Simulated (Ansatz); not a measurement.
Consider the ligand exchange at the Al–C bond: `CC1=[C]([AlH2])C1` + `OP[SiH3]` → `O[P]([AlH2])[SiH3]` + `CC1=CC1`.

Isolated molecules relaxed with PBE0-D4/def2-TZVP in Ansatz; ΔE leaves out vibrations. CCSD(T)/CBS is the MP2 limit (def2-TZVPP, def2-QZVPP) plus CCSD(T) − MP2 in def2-TZVPP, frozen cores. DFT in def2-TZVPP. B3LYP here is the variant with VWN-RPA as its local correlation; programs differ in this. One conformer a species, not always the lowest.

**Question.** Is it downhill or uphill in electronic energy at CCSD(T)/CBS, and by how much? (An estimate is asked.)

**Answer.** The calculation gave: Nearly level: ΔE = +0.9 kJ/mol.

**Question.** What do these levels give: r2SCAN-D4, PBE0-D4, B3LYP-D4, B2PLYP, PBE, PBE0, HF/def2-QZVPP, MP2/def2-QZVPP, SCS-MP2/def2-QZVPP, HF/CBS(def2), MP2/CBS(def2), CCSD/CBS(def2)? (An estimate is asked.)

**Answer.** The calculation gave: r2SCAN-D4 -1.3, PBE0-D4 -6.8, B3LYP-D4 2.6, B2PLYP 6.1, PBE -7.4, PBE0 -5.3, HF/def2-QZVPP 15.2, MP2/def2-QZVPP 5.2, SCS-MP2/def2-QZVPP 8.0, HF/CBS(def2) 15.3, MP2/CBS(def2) 3.8, CCSD/CBS(def2) 2.3 kJ/mol.

Largest T1 diagnostic among the species: 0.014.

In def2-TZVPP, CCSD(T) changes the Hartree–Fock value by −10.8 kJ/mol (the triples alone add −1.5 kJ/mol) and MP2 by −7.9 kJ/mol.
